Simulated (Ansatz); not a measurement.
Cost and result for the atomization energy of `O=C=[N][In]([Cl])[Cl]` (6 atoms, 5 bonds).

Total charge 0; spin multiplicity 1. Correlated methods include outer-core shells of In, which these sets cover unevenly. In: def2 effective core potential. All single points use the PBE0-D4/def2-TZVP geometry. It is one conformer, not always the lowest. Program: Ansatz. All runs use 4 threads of an Arm Neoverse V2 on a shared host. Times are those of one run each, without the atoms' runs, and a repeat can differ threefold. Electronic energies, without spin–orbit coupling; frozen cores. CCSD(T)/CBS adds CCSD(T) − MP2 in def2-TZVPP to the MP2 limit, and its time is that of the two runs behind it. T1 = 0.015. With those shells the extrapolation isn't a true limit. B3LYP takes the VWN-RPA correlation (the form of Gaussian; ORCA's B3LYP/G).

CCSD(T)/CBS is a level of theory with its own doubt, some kJ/mol a heavy atom from the limit and from the frozen cores, so smaller differences don't rank the functionals.

```csv
level,functions,wall time
LDA (SPW92)/def2-TZVPP,227,1 s
revPBE-D4/def2-TZVPP,227,1.6 s
PBE0-D4/def2-TZVPP,227,2.6 s
BHLYP-D4/def2-TZVPP,227,2.9 s
B3LYP-D4/def2-TZVPP (with forces),227,3.9 s
r2SCAN-D4/def2-TZVPP (with forces),227,4.1 s
PBE-QIDH/def2-TZVPP,227,4.5 s
CCSD(T)/def2-SVP,104,4.8 s
B97M-V/def2-TZVPP,227,6.5 s
ωB97X-V/def2-TZVPP,227,6.5 s
MP2/def2-QZVPP,393,11 s
CCSD(T)/def2-TZVPP,227,2.2 min
CCSD(T)/CBS(def2),–,2.4 min
```

**Question.** What atomization energy does each give, and how far from CCSD(T)/CBS? (Estimate.)

**Answer.** The calculation gave: 
```tsv
level	atomization (kcal/mol)	difference from CCSD(T)/CBS	per bond
LDA (SPW92)/def2-TZVPP	665.4	112.3	22.5
revPBE-D4/def2-TZVPP	559.4	6.3	1.3
PBE0-D4/def2-TZVPP	558.3	5.2	1.0
BHLYP-D4/def2-TZVPP	514.9	-38.2	-7.6
B3LYP-D4/def2-TZVPP (with forces)	546.1	-7.0	-1.4
r2SCAN-D4/def2-TZVPP (with forces)	559.6	6.5	1.3
PBE-QIDH/def2-TZVPP	551.7	-1.4	-0.3
CCSD(T)/def2-SVP	510.6	-42.5	-8.5
B97M-V/def2-TZVPP	560.8	7.7	1.5
ωB97X-V/def2-TZVPP	558.4	5.3	1.1
MP2/def2-QZVPP	576.9	23.8	4.8
CCSD(T)/def2-TZVPP	530.4	-22.7	-4.5
CCSD(T)/CBS(def2)	553.1	0.0	0.0
```

From r2SCAN to r2SCAN0 (25 % exact exchange), in def2-TZVPP and without D4, the atomization energy moves by −23.1 kcal/mol: exact exchange takes away binding that semilocal exchange gives to molecules. At CCSD(T), def2-SVP lies −42.5 kcal/mol from the extrapolated value and def2-TZVPP −22.7 kcal/mol: correlation converges slowly with the basis, and small sets miss more of it in the bonded molecule than in its fragments. The D4 term adds +7.0 kcal/mol with B3LYP and +3.8 kcal/mol with PBE0; it sums over pairs of atoms, weighted by their polarisabilities, and B3LYP, whose exchange is more repulsive, gets the larger term.

Spin–orbit coupling would lower the free In atoms strongly, and the atomization energy with them, by more than many differences here.
